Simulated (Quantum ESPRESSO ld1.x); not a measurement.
Input (ld1.x (Quantum ESPRESSO 7.5)):

```
 &input
    zed=40.0,
    iswitch=1,
    rel=2,
    dft='PBE',
    config='[Kr] 4d1 5s0 5p0',
    rel_dist='energy',
    verbosity='high',
    lsmall=.true.,
    prefix='ld1',
    max_out_wfc=37,
    file_charge='ld1.rho',
 /
```

It prints (banner and zero overlaps left out):

```
     Program LD1 v.7.5 starts

     --------------------------- All-electron run ----------------------------

     dirac relativistic calculation

     atomic number is 40.00
     dft =PBE   lsd =0 sic =0 latt =0  beta=0.20 tr2=1.0E-14
     Exchange-correlation= PBE
                           (   1   4   3   4   0   0   0)
     mesh =2037 r(mesh) =  99.39686 a.u. xmin = -8.00 dx = 0.00800
     1 Ry =  13.60569312 eV, c = 137.03599908

     n l j   nl                  e(Ry)          e(Ha)          e(eV)
     Spin orbit split results
     1 0 0.5 1S 1( 2.00)   -1311.587813654    -655.793906827 -17845.0612964
     2 0 0.5 2S 1( 2.00)    -183.464625138     -91.732312569  -2496.1633886
     2 1 0.5 2P 1( 2.00)    -168.111647857     -84.055823928  -2287.2754911
     2 1 1.5 2P 1( 4.00)    -161.801264032     -80.900632016  -2201.4183453
     3 0 0.5 3S 1( 2.00)     -31.770264560     -15.885132280   -432.2564700
     3 1 0.5 3P 1( 2.00)     -26.055682948     -13.027841474   -354.5056263
     3 1 1.5 3P 1( 4.00)     -25.050673965     -12.525336982   -340.8317825
     4 0 0.5 4S 1( 2.00)      -5.989465246      -2.994732623    -81.4908261
     4 1 0.5 4P 1( 2.00)      -4.437943738      -2.218971869    -60.3813006
     4 1 1.5 4P 1( 4.00)      -4.302623532      -2.151311766    -58.5401754
     3 2 1.5 3D 1( 4.00)     -14.979796113      -7.489898056   -203.8105090
     3 2 2.5 3D 1( 6.00)     -14.796140301      -7.398070151   -201.3117443
     4 2 1.5 4D 1( 1.00)      -2.079353475      -1.039676738    -28.2910453
     4 2 2.5 4D 1( 0.00)      -2.065610828      -1.032805414    -28.1040670
     5 0 0.5 5S 1( 0.00)      -1.784478118      -0.892239059    -24.2790617
     5 1 0.5 5P 1( 0.00)      -1.409022203      -0.704511101    -19.1707237
     5 1 1.5 5P 1( 0.00)      -1.385829912      -0.692914956    -18.8551765
     Averaged results
     1 0     1S 1( 2.00)   -1311.587813654    -655.793906827 -17845.0612964
     2 0     2S 1( 2.00)    -183.464625138     -91.732312569  -2496.1633886
     2 1     2P 1( 6.00)    -163.904725307     -81.952362654  -2230.0373939
     3 0     3S 1( 2.00)     -31.770264560     -15.885132280   -432.2564700
     3 1     3P 1( 6.00)     -25.385676959     -12.692838480   -345.3897304
     4 0     4S 1( 2.00)      -5.989465246      -2.994732623    -81.4908261
     4 1     4P 1( 6.00)      -4.347730267      -2.173865134    -59.1538838
     3 2     3D 1(10.00)     -14.869602626      -7.434801313   -202.3112502
     4 2     4D 1( 1.00)      -2.071107887      -1.035553943    -28.1788583
     5 0     5S 1( 0.00)      -1.784478118      -0.892239059    -24.2790617
     5 1     5P 1( 0.00)      -1.393560675      -0.696780338    -18.9603589

     final scf error:  3.3E-15 reached in  22 iterations

     Etot =   -7194.783914 Ry,   -3597.391957 Ha,  -97890.022016 eV

     Ekin =    7435.522777 Ry,    3717.761388 Ha,  101165.441109 eV
     Encl =  -17288.779662 Ry,   -8644.389831 Ha, -235225.830548 eV
     Eh   =    2885.212120 Ry,    1442.606060 Ha,   39255.310693 eV
     Exc  =    -226.739148 Ry,    -113.369574 Ha,   -3084.943271 eV
```

Run on one thread of a shared host, so times are rough (Intel(R) Xeon(R) Processor @ 2.60GHz): 0.68 s of CPU time, 1.8 s wall, 22 iterations on 2037 mesh points.
